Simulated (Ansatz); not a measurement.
# From Al to In: the atomisation energy (no zero-point term)

Gas-phase molecules, one atom swapped for its congeners: C2H3AlCl2 `C=[CH][Al]([Cl])[Cl]`; C2H3Cl2Ga `C=[CH][Ga]([Cl])[Cl]`; C2H3Cl2In `C=[CH][In]([Cl])[Cl]`. All are singlets with charge 0.

Shapes, held fixed at every level: PBE0-D4/def2-TZVP. Programs: Ansatz 0.2.0. Values in eV.

```
               level  C2H3AlCl2  C2H3Cl2In
r2SCAN-D4/def2-TZVPP      32.03      29.15
  PBE0-D4/def2-TZVPP      31.91      29.15
  wB97X-V/def2-TZVPP      31.80      29.08
        MP2/def2-SVP      30.81      28.00
    CCSD(T)/def2-SVP      30.18      27.40
  CCSD(T)/def2-TZVPP      30.95      28.26
```

Problem. Estimate the column for C2H3Cl2Ga from its neighbours.

Solution. The mean of the neighbours at CCSD(T)/def2-TZVPP is 29.61 eV, against 29.56 from the run. All rows: r2SCAN-D4/def2-TZVPP 30.43; PBE0-D4/def2-TZVPP 30.39; wB97X-V/def2-TZVPP 30.24; MP2/def2-SVP 29.40; CCSD(T)/def2-SVP 28.77; CCSD(T)/def2-TZVPP 29.56 eV. At CCSD(T)/def2-TZVPP the atomisation energy falls at every step, from 30.95 to 28.26 eV. Every level shows the same order. For atoms past krypton def2 sets carry core potentials with scalar relativity. Relativity is left out for Ga. Outer-core shells of Ga, In are correlated, in sets that cover them unevenly. Spin-orbit coupling, which grows down the group, is left out (summed over each molecule's free atoms 0.09, 0.15, 0.26 eV). Coupled cluster in double- or triple-zeta sets underbinds by a few per cent against its basis-set limit.
